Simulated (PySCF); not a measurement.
A side-by-side comparison of computed properties.

First species: C4H7FO3.
SMILES with atom numbers: `[CH3:1][O:2][C@@H:3]1[CH2:4][O:5][C@H:6]([F:7])[O:8]1` (hydrogens: H9, H10, H11 on C1; H12 on C3; H13, H14 on C4; H15 on C6)

Second species: C₄H₇FO₃.
Numbering: `[CH3:1][O:2][C@@H:3]1[O:4][CH2:5][O:6][C@@H:7]1[F:8]` (hydrogens: H9, H10, H11 on C1; H12 on C3; H13, H14 on C5; H15 on C7)

Cartesian coordinates in Å at the GFN2-xTB level; atoms count from 1:
```xyz
15
C4H7FO3 angstrom
C      2.2208    0.3424    0.1218
O      1.1058   -0.5085   -0.0637
C      0.0841    0.0656   -0.7911
O     -0.5953    1.0915   -0.1031
C     -1.7243    0.4942    0.4696
O     -2.1672   -0.4462   -0.4836
C     -1.0340   -0.9970   -1.0294
F     -0.7076   -2.1654   -0.3946
H      2.9348   -0.2289    0.7094
H      2.6623    0.6149   -0.8432
H      1.9334    1.2512    0.6570
H      0.4570    0.5039   -1.7316
H     -1.4721   -0.0070    1.4189
H     -2.4988    1.2481    0.6169
H     -1.2033   -1.2509   -2.0808
```

Levels: CAM-B3LYP/def2-SVPD for HOMO energy, LUMO energy, HOMO–LUMO gap and static isotropic polarisability; TDDFT CAM-B3LYP/def2-SVPD for lowest singlet excitation; TDA CAM-B3LYP/def2-SVPD for lowest triplet excitation (Tamm–Dancoff). Geometries: GFN2-xTB. All species are isolated and taken at one optimised geometry, non-relativistic unless stated; the electronic structure was computed with PySCF and density fitting.

Values for the first species:

* HOMO energy: -9.85 eV
* LUMO energy: 1.21 eV
* HOMO–LUMO gap: 11.06 eV
* Lowest singlet excitation: 8.03 eV
* Lowest triplet excitation (Tamm–Dancoff): 7.84 eV
* Static isotropic polarisability: 59.3 au

**Question.** Estimate the same properties for the second species, and the change in each.

**Answer.** 
| property | first | second | second less first |
| --- | --- | --- | --- |
| HOMO energy | -9.85 eV | -9.76 eV | +0.09 eV |
| LUMO energy | 1.21 eV | 1.18 eV | -0.03 eV |
| HOMO–LUMO gap | 11.06 eV | 10.94 eV | -0.12 eV |
| lowest singlet excitation | 8.03 eV | 7.91 eV | -0.12 eV |
| lowest triplet excitation (Tamm–Dancoff) | 7.84 eV | 7.73 eV | -0.11 eV |
| static isotropic polarisability | 59.3 au | 59.5 au | +0.2 au |

On the first: The principal polarisabilities are 52.9, 58.8 and 66.3 au; their mean is the isotropic value. In wavenumbers S1 is 64800 cm⁻¹ (1 eV = 8065.54 cm⁻¹).

On the second: The vertical singlet–triplet gap S1 − T1 is 0.18 eV (TDDFT singlet less Tamm–Dancoff triplet; S1: HOMO→LUMO, weight 0.81; T1: HOMO→LUMO, weight 0.65). The 8 singlets span 7.91 to 9.06 eV, and their oscillator strengths add up to 0.12.

One conformer stands for the species.
